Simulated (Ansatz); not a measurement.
Reaction (ligand exchange at the Si–O bond): `[NH2][GeH2][O][SiH](N)Cl` + `N[SiH](O)O` → `N[Si@H](Cl)O[Si@@H](N)O` + `[NH2][GeH2][OH]`

Isolated molecules relaxed with PBE0-D4/def2-TZVP in Ansatz; ΔE leaves out vibrations. CCSD(T)/CBS is the MP2 limit (def2-TZVPP, def2-QZVPP) plus CCSD(T) − MP2 in def2-TZVPP, frozen cores. This one scheme is used for every species. Functionals use def2-TZVPP. For Ge outer-core shells are correlated without core-valence functions, which leaves a few kJ/mol of doubt a bond. Scalar relativity is left out up to krypton. Each species was taken in one conformer, which may not be the lowest.

(1) Is it downhill or uphill in electronic energy at CCSD(T)/CBS, and by how much? (An estimate is asked.)

(2) What do these levels give: ωB97M-V, PBE, r2SCAN, HF/def2-TZVPP, HF/CBS(def2), CCSD/CBS(def2)? (An estimate is asked.)

Largest T1 diagnostic among the species: 0.011.

## Answers

(1) The calculation gave: Uphill: ΔE = +11.1 kJ/mol.

(2) The calculation gave: ωB97M-V 13.4, PBE 12.3, r2SCAN 11.8, HF/def2-TZVPP 5.1, HF/CBS(def2) 3.0, CCSD/CBS(def2) 9.1 kJ/mol.

In def2-TZVPP, CCSD(T) changes the Hartree–Fock value by +9.6 kJ/mol (the triples alone add +2.0 kJ/mol) and MP2 by +10.1 kJ/mol.
